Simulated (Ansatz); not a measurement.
# A rate constant, worked out

An elementary step of Si2NH7S, singlet (Si₂NH₇S ([NH2][SiH]([SiH3])[SH]) → Si₂NH₅ ([NH][SiH][SiH3]) + H₂S; Si–S, N–H broken or loosened, S–H formed or tightened). The start structure is the reactant molecule, and the electronic barrier above it is 2.964 eV by CCSD(T) at an estimated basis limit (MP2 extrapolated from triple and quadruple zeta, plus CCSD(T) − MP2 in triple zeta). Ansatz 0.2.0; basis: def2-TZVPP and def2-QZVPP; cores frozen in the correlated methods. Extrapolation: Hartree–Fock as exp(−7.88 √X), correlation as X^−2.97. Harmonic wavenumbers at PBE0-D4/def2-TZVP (Ansatz 0.2.0), in cm⁻¹:

Start: 96, 104, 147, 176, 234, 286, 352, 402, 497, 502, 522, 670, 755, 837, 839, 882, 902, 935, 939, 1573, 2178, 2202, 2218, 2232, 2706, 3599, 3699.

Saddle: 559i, 98, 109, 156, 204, 273, 363, 415, 455, 501, 515, 535, 630, 693, 809, 874, 933, 935, 1067, 1185, 1744, 2149, 2212, 2224, 2230, 2710, 3615.

(1) Work out the transition-state-theory rate constant at 800 K from these numbers alone (harmonic vibrations; rotation, path degeneracy and anharmonicity left out), and the Wigner tunnelling factor. Use 1 cm⁻¹ = 1.2398 × 10⁻⁴ eV and k_B = 8.617 × 10⁻⁵ eV/K.

T1 diagnostic: at most 0.017.

## Answers

(1) Zero-point energies, half the sums: start 30484/2 cm⁻¹ = 1.8898 eV; saddle, real modes only, 27634/2 cm⁻¹ = 1.7131 eV.
Barrier with zero-point energy: 2.964 + 1.7131 − 1.8898 = 2.7873 eV.
k_BT = 0.06894 eV, so the barrier is 40.43 k_BT.
Vibrational partition functions from the zero-point level, ln q = −Σ ln(1 − exp(−hν/k_BT)): start 13.478, saddle 12.605.
k = (k_BT/h) exp(ln q‡ − ln q) exp(−E0/k_BT), with log₁₀(k_BT/h in s⁻¹) = 13.22: log₁₀ k = 13.22 + (-0.873 − 40.43)/2.3026 = -4.72, so k ≈ 2 × 10^(-5) s⁻¹.
Wigner factor: 1 + (hν‡/k_BT)²/24 = 1 + (1.01)²/24 = 1.04. A change of 1 kcal/mol (0.043 eV) in the barrier would change k by a factor of 1.9 at this temperature.

Labels in which every atom is bracketed show which atoms are joined, not bond orders.

For scale, one of the runs: CCSD(T)/def2-TZVPP, 255 basis functions (an equivalent command: `ansatz run in.yaml --threads 4`). Time: 62 s of wall clock on 4 CPU threads; the host was shared. Peak host memory: 5.1 GiB.
